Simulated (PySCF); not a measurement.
CLiN, neutral, multiplicity 1. Atoms are numbered in the order given.

```xyz
3

Li     0.0000     0.0000    -2.0573
C      0.0000     0.0000    -0.1497
N      0.0000     0.0000     1.0100
```
Charge 0, spin multiplicity 1.

Coordinates come from a B3LYP-D3(BJ)/def2-TZVPD optimisation.

The numbers are results of PBE0/def2-TZVPD (PySCF), not measurements.

The molecule is in vacuum.

```yaml
total_energy: -100.27700 hartree
point_group: C∞v
highest_occupied_level: -7.83 eV
lowest_empty_level: -1.44 eV
orbital_gap: 6.39 eV
dipole_moment: 9.15 D
quadrupole, principal values (traceless, Buckingham form, about the centre of nuclear charge): -7.63, -7.63, 15.25 D·Å
mean_static_polarisability: 24.1 bohr³ (3.58 Å³)
polarisability_principal_values: 20.8, 20.8, 30.9 bohr³
```
